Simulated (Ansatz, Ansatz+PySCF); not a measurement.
```yaml
atoms:
  - { symbol: Li, position_ang: [0.0000, 0.0000, 0.0000] }
  - { symbol: C, position_ang: [0.6967, 0.9289, 2.0111] }
```

Basis set: STO-3G (spherical functions). Frozen core: 1 orbital. Correlation on ROHF uses semicanonical orbitals with singles. Charge 0, multiplicity 2.

Computed with Ansatz (development build ahead of 0.2.0); the reference of a correlated method needn't be the lowest determinant of its kind.

Question: Give the atomization energy at this shape (free ground-state atoms in the same class of orbitals less the molecule, no zero-point energy) of doublet LiC by full CI (lowest root of this spin), ROHF-CCSD(T), ROHF-CCSD, UHF-CCSD.

Answer:

| method | atomization energy |
| --- | --- |
| full CI (lowest root of this spin) | 0.92 eV |
| ROHF-CCSD(T) | 0.91 eV |
| ROHF-CCSD | 0.83 eV |
| UHF-CCSD | 0.88 eV |

Caution for ROHF-CCSD(T), ROHF-CCSD: a plain start can end on a higher determinant; an unrestricted determinant lies well below. Caution for ROHF-CCSD(T), ROHF-CCSD, UHF-CCSD: large amplitudes, a single reference is doubtful; the reference determinant was not shown to be the lowest. Caution for UHF-CCSD: the unrestricted determinant is a mixture of spin states.

This basis has no polarisation functions and is too small for such energies, which can lie far from measured ones in either direction.
